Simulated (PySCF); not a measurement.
Coordinates in bohr (charge 0 multiplicity 2):
```
Ir   -0.9914    0.0000   -0.5802
N    -3.8838    0.0000    0.4536
Br    3.1131    0.0000    1.3371
```

Method: PySCF, UB3LYP, basis Ir def2-SVP with ECP60, N def2-SVP, Br def2-SVP (scalar-relativistic core potentials, no spin–orbit coupling, density fitting).

This geometry of BrIrN is a stationary point at this level.

(1) What is the point group?

(2) Is it a minimum?

(3) List the harmonic modes with their infrared intensities.

(4) Give the ideal-gas entropy at 298.15 K and 1 bar by parts.

Answers

(1) Cs.

(2) Yes: all harmonic wavenumbers are real.

(3) 
```tsv
symmetry	ω (cm⁻¹)	IR (km/mol)	type
a'	110	1.7	bend
a'	258	15.3	stretch
a'	1162	49.9	stretch
```

(4) translation 179.4, rotation 109.2, vibration 20.9, spin 5.8; total 315.2 J/(mol K).

Other isomers or separated fragments may lie lower. With open d or f shells other occupations or spin states may lie lower. Spin–orbit coupling, left out here, can matter for elements this heavy.
